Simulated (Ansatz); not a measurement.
Ga₂P₂H₄F₄⁻, that is (F2Ga-mu-PH2)2 with one electron more. The state is a doublet with charge -1. Geometry PBE-D4/def2-SVP, that of the neutral singlet; atoms count from 1.

Cartesian coordinates in Å:
```
Ga 1.509 -0.449 -0.771
F 1.625 -0.581 -2.536
F 2.960 -0.784 0.191
P -0.438 -1.626 0.091
Ga -1.509 0.449 0.772
F -2.960 0.786 -0.190
F -1.624 0.578 2.537
P 0.438 1.627 -0.092
H -0.184 -2.562 1.135
H -1.156 -2.409 -0.857
H 1.157 2.411 0.856
H 0.183 2.561 -1.136
```

The highest occupied level of the charge -1 doublet lies above zero (up to 1.23 eV). By energy differences its removal costs 0.45 eV (vertical, to the charge 0 singlet, at PBE0-D4/def2-SVP); self-interaction error and the lack of diffuse functions both raise the level.

(1) Estimate the Mulliken populations from the PBE0/def2-SVP orbitals of Ansatz.

(2) Where does the spin sit?

(3) And the Mayer bond orders between bonded heavy atoms (over 0.3)?

## Answers

(1) 
| atom | charge (e) | spin (α − β) |
| --- | --- | --- |
| Ga1 | 0.65 | 0.19 |
| F2 | -0.44 | 0.01 |
| F3 | -0.44 | 0.01 |
| P4 | -0.24 | 0.16 |
| Ga5 | 0.65 | 0.19 |
| F6 | -0.44 | 0.01 |
| F7 | -0.44 | 0.01 |
| P8 | -0.24 | 0.16 |
| H9 | -0.02 | 0.07 |
| H10 | -0.02 | 0.07 |
| H11 | -0.02 | 0.07 |
| H12 | -0.02 | 0.07 |
Mulliken values and Mayer orders depend strongly on the basis.

(2) Summed by element: Ga 0.38, F 0.02, P 0.33, H 0.27, of 1 unpaired in all. Largest on single atoms: Ga5 0.19, Ga1 0.19, P8 0.16.

(3) Ga1–F2 0.91 (1.77 Å); Ga1–F3 0.91 (1.77 Å); Ga1–P4 0.77 (2.43 Å); Ga1–P8 0.77 (2.43 Å); P4–Ga5 0.77 (2.43 Å); Ga5–F6 0.91 (1.77 Å); Ga5–F7 0.91 (1.77 Å); Ga5–P8 0.77 (2.43 Å).
